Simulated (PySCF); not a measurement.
A structure optimised at PBE0-D3(BJ)/def2-SVP, used in a PySCF frequency run:

```xyz
6

O      1.5382     1.7145     0.0000
Si     0.0001     1.1805     0.0000
F     -0.8026     1.7354     1.2759
F     -0.8026     1.7354    -1.2759
I      0.0084    -1.2103     0.0000
H      1.6919     2.6657     0.0000
```
Charge 0, spin multiplicity 1.

### Question
Write its SMILES, formula and point group.

### Answer
O[Si](F)(F)I, F2HIOSi, Cs

### Question
What are its rotational constants (standard atomic weights)?

### Answer
3.9843, 1.1159, 1.1083 GHz
